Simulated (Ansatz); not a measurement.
C$_{3}$H$_{9}$OSb, SMILES `CC[O][SbH][CH3]` at its PBE0-D4/def2-TZVP geometry, where that method's forces vanish. Total charge 0; spin multiplicity 1. Sb takes the def2 core potential.

```xyz
14

C     1.0487   -1.2852   -0.8344
C     1.2047    0.2033   -0.6125
O     0.1553    0.9231   -1.2210
Sb   -1.2432    1.8201   -0.1772
C    -1.7835    0.1778    1.1113
H     0.1371   -1.6595   -0.3632
H     1.9007   -1.8284   -0.4157
H     0.9922   -1.5032   -1.9028
H     2.1454    0.5484   -1.0601
H     1.2725    0.4201    0.4636
H    -0.1711    2.4680    1.0103
H    -2.4007    0.5641    1.9253
H    -0.8973   -0.2961    1.5321
H    -2.3609   -0.5524    0.5444
```

Q: What forces (eV/Å) does PBE-D4/def2-TZVPP give on these atoms in Ansatz? (Best estimate.)

A: Ansatz gave: 
```
C1   0.005 -0.045  0.004
C2   0.175 -0.133  0.151
O3   0.027  0.038 -0.593
Sb4 -0.510  0.423 -0.078
C5  -0.029 -0.076  0.087
H6  -0.174 -0.082  0.092
H7   0.167 -0.118  0.077
H8  -0.009 -0.056 -0.211
H9   0.218  0.080 -0.095
H10  0.033  0.045  0.234
H11  0.152  0.082  0.195
H12 -0.115  0.065  0.161
H13  0.170 -0.091  0.086
H14 -0.108 -0.132 -0.111
```
